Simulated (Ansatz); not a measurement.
`F[SiH](S)S` + H–F → `F[SiH](F)S` + H₂S at 298.15 K and 1 bar (ligand exchange at the Si–S bond).

Computed with Ansatz on PBE0-D4/def2-TZVP structures; ΔE is electronic, products minus reactants. CBS: MP2 limit from def2 TZ/QZ plus the TZ coupled-cluster correction, frozen cores. This one scheme is used for every species. One conformer a species, not always the lowest.

```
     species  CCSD(T)/CBS energy (Eh)  H − E (kJ/mol)  S (J/(mol·K))
`F[SiH](S)S`              -1186.35252           101.7          336.4
         H–F               -100.39570            33.5          173.6
`F[SiH](F)S`               -887.80771            81.0          314.2
         H₂S               -398.97279            49.9          205.7
```

H − E and S are ideal-gas, rigid-rotor, harmonic terms from PBE0-D4/def2-TZVP, for one conformer and one mirror image of each species. 1 Eh = 2625.50 kJ/mol, R = 8.31446 J/(mol·K).

Q: By hand: ΔE, ΔH, ΔS and ΔG.

A: ΔE = (-887.80771) + (-398.97279) − (-1186.35252) − (-100.39570) = -0.03228 Eh = -84.8 kJ/mol. Δ(H − E) = 81.0 + 49.9 − 101.7 − 33.5 = -4.3, so ΔH = -89.1 kJ/mol. ΔS = 314.2 + 205.7 − 336.4 − 173.6 = 9.9 J/(mol·K). ΔG = -89.1 − 298.15 × (9.9)/1000 = -92.1 kJ/mol.

Q: By hand: the equilibrium constant, and the temperature at which ΔG would vanish if ΔH and ΔS stayed fixed.

A: log₁₀ K = −ΔG/(RT ln 10) = 16.1. ΔH and −TΔS have one sign here, so there is no such temperature.

The number of gas molecules stays the same, so ΔS is small and ΔH decides. A doubt of 5 kJ/mol in ΔE shifts log₁₀ K by 0.9 here. Other conformers and mirror images would add mixing entropy, several J/(mol·K) or more a flexible species. These are equilibria of isolated gas molecules and say nothing of rates. Largest T1 diagnostic: 0.012 (customary marks: 0.02 for closed shells, 0.045 for open ones).

ΔS is within the doubt of such terms, so its sign, and with it that verdict, could turn.
